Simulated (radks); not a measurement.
Q: Radial electron density D(r) = 4 pi r^2 rho(r) of an atom or ion with 26 electrons. Method: scalar-relativistic Kohn-Sham, exchange-only LDA, spin-polarised, spherical densities, point nucleus; computed with a radial shooting solver on a logarithmic mesh with Libxc functionals.

```
   r/bohr * D(r) (the largest magnitude, 108, reaches the edge; | marks zero)
 0.001106 | *
 0.001237 |  *
 0.001373 |  *
 0.001535 |   *
 0.001717 |    *
 0.001905 |     *
 0.002131 |      *
 0.002384 |       *
 0.002666 |        *
 0.002958 |          *
 0.003309 |           *
 0.003701 |             *
 0.004107 |               *
 0.004593 |                  *
 0.005138 |                    *
 0.005701 |                       *
 0.006377 |                          *
 0.007132 |                             *
 0.007914 |                               *
 0.008852 |                                  *
 0.009901 |                                     *
  0.01099 |                                       *
  0.01229 |                                        *
  0.01374 |                                         *
  0.01525 |                                          *
  0.01706 |                                         *
  0.01908 |                                         *
  0.02117 |                                       *
  0.02368 |                                      *
  0.02649 |                                     *
  0.02963 |                                    *
  0.03287 |                                     *
  0.03677 |                                      *
  0.04113 |                                         *
  0.04563 |                                            *
  0.05104 |                                                *
  0.05709 |                                                    *
  0.06335 |                                                      *
  0.07085 |                                                      *
  0.07925 |                                                    *
  0.08794 |                                                 *
  0.09836 |                                            *
     0.11 |                                       *
   0.1221 |                                    *
   0.1365 |                                    *
   0.1527 |                                     *
   0.1695 |                                       *
   0.1895 |                                        *
    0.212 |                                        *
   0.2352 |                                     *
   0.2631 |                              *
   0.2943 |                       *
   0.3292 |               *
   0.3653 |         *
   0.4086 |    *
    0.457 | *
   0.5071 |*
   0.5672 *
   0.6344 *
   0.7039 *
   0.7873 *
```

What is the nuclear charge?

A: Z = 63. The innermost maximum, from 1s, lies near gamma/Z bohr with gamma = sqrt(1 - (Z/c)^2) = 0.888, here 0.0141 bohr (found: 0.0155), and its height grows with Z. The density is that of the europium ion Eu37+ in [Ar] 3d8; the configuration itself is not fixed sharply by these data, and Z only to a few units. D(r) has 3 maxima, at r = 0.0155, 0.0681, 0.196 bohr, and minima at 0.0299, 0.134 bohr, inside which lie 1.95, 11.25 electrons.
